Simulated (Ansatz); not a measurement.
`[F][Ti]([F])([F])[I]` + HCl → `[F][Ti]([F])([Cl])[I]` + H–F  (ligand exchange at a Ti–F bond)

Program: Ansatz. Geometries: PBE0-D4/def2-TZVP. ΔE: electronic, gas phase. CCSD(T)/CBS adds triple-zeta CCSD(T) − MP2 to the extrapolated MP2 energy (def2 sets, frozen cores). This one scheme is used for every species. DFT in def2-TZVPP. Elements past krypton have def2 core potentials. For I, Ti outer-core shells are correlated without core-valence functions, which leaves a few kJ/mol of doubt a bond. Scalar relativity is left out up to krypton.

CCSD(T)/CBS gives +0.10 eV.

(1) Another level gave +0.27 eV. Which?
A. SCS-MP2/def2-TZVPP
B. BHLYP/def2-TZVPP
C. PBE0/def2-TZVPP
D. MP2/def2-TZVPP

Largest T1 diagnostic among the species: 0.023, so the coupled-cluster value is less sure than usual.

## Answers

(1) B. BHLYP 0.27, PBE0 0.21, SCS-MP2/def2-TZVPP 0.15, MP2/def2-TZVPP 0.06 eV.

Leaving LDA and LC-ωPBE aside and taking each functional with its dispersion term where it has one, the values, not all of them listed here, spread over 0.19 eV, from PBE-QIDH to ωB97X-V. LDA lies −0.04 eV from PBE without D4. The D4 term adds −0.06 eV with B3LYP and −0.03 eV with PBE0; it sums over pairs of atoms, weighted by their polarisabilities, and B3LYP, whose exchange is more repulsive, gets the larger term. At CCSD(T), def2-SVP lies +0.24 eV from the extrapolated value and def2-TZVPP +0.08 eV.

B3LYP here is the variant with VWN-RPA as its local correlation; programs differ in this.
